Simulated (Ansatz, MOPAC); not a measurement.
Diatomic TiH, multiplicity 4 (the spin of the measured ground state). No spin–orbit coupling. Ti is treated without relativity. The T1 diagnostic near the minimum is 0.056, so single-reference values are doubtful.

Seven points along R, fitted to fifth degree in 1/R; most abundant isotopes. Runs in def2 and cc sets follow the lowest solution found near the PBE0 minimum.

Correlated levels freeze the inner cores; with def2 sets outer-core shells near the valence are correlated too. CBS: X⁻³ extrapolation of the correlation energy, Hartree–Fock from the larger set. The state that PM7 reach isn't checked; PM7 holds dispersion and hydrogen-bond terms.

Codes used: Ansatz (Gaussian orbitals); MOPAC for PM7 (differences of heats of formation). Values without a source in brackets are computed.

Problem. What bond length and harmonic frequency does PM7 give?

Solution. r_e = 1.698 Å, ω_e = 1744 cm⁻¹.

Problem. What bond length and harmonic frequency does CCSD(T)/def2-TZVPP give, and what D_e (from each atom's lowest state at the same level)?

Solution. r_e = 1.768 Å, ω_e = 1568 cm⁻¹, D_e = 2.21 eV.

Problem. What bond length and harmonic frequency does CCSD(T)/CBS(def2-TZVPP, def2-QZVPP) give?

Solution. r_e = 1.760 Å, ω_e = 1666 cm⁻¹.

Measured for the ground state: D_0 2.082 ± 0.091 eV (a handbook's tabulated 298 K bond energy less 3RT/2; such tables hold older values) [Luo, bond dissociation energies, CRC Handbook]. dipole 2.455 D [compilation of Liu, Meijer and Pérez-Ríos].

Doubts at one or more of the structures used: T1 above 0.05 (CCSD(T)/def2-TZVPP, CCSD(T)/CBS(def2-TZVPP, def2-QZVPP)).

Ansatz is a program for electronic structure.
